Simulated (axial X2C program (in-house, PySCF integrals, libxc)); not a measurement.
# Spin–orbit effects along a row: molecules with Ge, PBE0

Calculated with an in-house relativistic program for diatomic molecules, spin-free (one-electron X2C) or two-component (2c: spin–orbit coupling with atomic mean-field Coulomb and Gaunt terms, which also bring small scalar terms), in Dyall basis sets with cores contracted in-house; open shells are unrestricted.

Basis sets: As dyall-cv3z, Br dyall-cv3z, Ca dyall-cv3z, Ga dyall-cv3z, Ge dyall-cv3z, Ge dyall-v3z, K dyall-cv3z, Mn dyall-cv3z, Ni dyall-cv3z, Sc dyall-cv3z, Se dyall-v3z.

```
molecule   spin-free state  Re (Å)  ωe (cm⁻¹)  De (eV)  2c state  Re 2c (Å)  ωe 2c (cm⁻¹)  De 2c (eV)
     KGe  M_S = 3/2, Λ = 0   3.063      158.4     1.51   Ω = 3/2      3.063         158.2         n/a
    CaGe    M_S = 1, Λ = 0   2.813      214.9     1.57     Ω = 1      2.813         214.6         n/a
    ScGe  M_S = 3/2, Λ = 0   2.551      272.8     2.04   Ω = 3/2      2.551         272.4         n/a
    MnGe  M_S = 7/2, Λ = 0   2.547      215.5     1.14   Ω = 7/2      2.548         214.9         n/a
    NiGe    M_S = 0, Λ = 3   2.255      275.4     1.97     Ω = 3      2.257         274.6         n/a
    GaGe  M_S = 3/2, Λ = 0   2.467      218.5     2.40   Ω = 3/2      2.468         218.1         n/a
    GeAs  M_S = 1/2, Λ = 1   2.237      355.7     2.95   Ω = 3/2      2.237         355.5         n/a
    GeSe    M_S = 0, Λ = 0   2.134      413.2     5.05     Ω = 0      2.135         412.3         n/a
    GeBr  M_S = 1/2, Λ = 1   2.321      293.5     3.62   Ω = 1/2      2.322         293.1         n/a
```

(1) Work out the shifts from the spin-free to the two-component result.

Each entry is the lowest single determinant of a limited PBE0 search at one distance. De goes to single-determinant-based atoms at the same level (for ions the charge split of lowest energy) and is withheld (n/a) where an atom does not fit its ground term or J level. Main or longest-lived isotopes. One determinant is a doubtful description, or other states lie close, for KGe, CaGe, ScGe, MnGe, NiGe, GaGe, GeAs; these need not be ground states, and all values refer to the states named. Some open-shell Ω = 0 determinants are out of reach, so the Ω given for CaGe need not be the lowest component. With several unpaired electrons the Ω given is that of one determinant, not necessarily of the lowest component. The functionals have no current term, which raises determinants with orbital currents.

Answers

(1) 

| molecule | 2c state | ΔRe (Å) | Δωe (cm⁻¹) | ΔDe (eV) |
| --- | --- | --- | --- | --- |
| KGe | Ω = 3/2 | 0.000 | -0.2 | n/a |
| CaGe | Ω = 1 | 0.000 | -0.3 | n/a |
| ScGe | Ω = 3/2 | 0.000 | -0.4 | n/a |
| MnGe | Ω = 7/2 | 0.001 | -0.6 | n/a |
| NiGe | Ω = 3 | 0.002 | -0.8 | n/a |
| GaGe | Ω = 3/2 | 0.001 | -0.4 | n/a |
| GeAs | Ω = 3/2 | 0.000 | -0.2 | n/a |
| GeSe | Ω = 0 | 0.001 | -0.9 | n/a |
| GeBr | Ω = 1/2 | 0.001 | -0.4 | n/a |

Shifts of one unit in the last digit are rounding.
